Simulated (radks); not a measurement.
The nuclear charge of neutral technetium is varied continuously with 43 electrons held in [Kr] 4d5 5s2. Calculated with a radial shooting solver on a logarithmic mesh with Libxc functionals: scalar-relativistic Kohn-Sham, r2SCAN, spin-polarised, spherical densities, finite nucleus; open shells are filled with parallel spins first (spin-orbit coupling, left out, can overturn this in heavy ions); meta-GGA in the generalised Kohn-Sham scheme; Fermi nuclear charge, rms radius 4.4112 fm. By the Hellmann-Feynman theorem dE/dZ = E(electron-nucleus)/Z, the electronic potential at the nucleus (averaged over a nucleus of fixed radius). The scalar-relativistic energy here is not variational (the density holds large components alone), so the two differ by a part that grows with Z.

| Z | E (hartree) | E(electron-nucleus)/Z (hartree) | HOMO | e(HOMO) (eV) | <r> HOMO (bohr) |
|---|---|---|---|---|---|
| 42.75 | -4226.36517 | -238.318 | 5s | -2.700 | 3.926 |
| 43 | -4286.32772 | -240.232 | 5s | -4.344 | 3.655 |
| 43.25 | -4346.77151 | -242.144 | 5s | -6.138 | 3.443 |
| 43.5 | -4407.69610 | -244.054 | 5s | -8.069 | 3.270 |
| 43.75 | -4469.10124 | -245.963 | 5s | -10.127 | 3.124 |
| 44 | -4530.98681 | -247.871 | 5s | -12.303 | 2.998 |

The central difference of E at Z = 43 is -240.813 hartree, to compare with the third column; the second derivative is -7.7 hartree.
